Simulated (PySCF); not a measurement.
C2H6S2Zn, SMILES C[S][Zn][S]C (CAM-B3LYP/def2-SVP optimised geometry):

```
11

Zn    -0.729     1.184     0.000
S      1.441     1.184     0.000
C      1.805    -0.598    -0.233
H      1.420    -1.212     0.592
H      2.898    -0.697    -0.248
H      1.416    -0.980    -1.186
S     -2.898     1.212    -0.023
C     -3.284     1.041     1.761
H     -2.923     0.091     2.175
H     -4.379     1.055     1.849
H     -2.885     1.874     2.355
```

Computed with CAM-B3LYP/def2-TZVP (PySCF).

Task: What are the frontier orbital energies and the dipole moment?

Result: HOMO-2 -8.86 eV, HOMO-1 -8.12 eV, HOMO -8.10 eV, LUMO 0.03 eV, LUMO+1 0.21 eV; dipole moment 1.86 D.

Meta-Löwdin charges at CAM-B3LYP/def2-TZVP: Zn1 1.09, S2 -0.54, C3 -0.38, H4 0.12, H5 0.13, H6 0.12, S7 -0.54, C8 -0.38, H9 0.12, H10 0.13, H11 0.12.
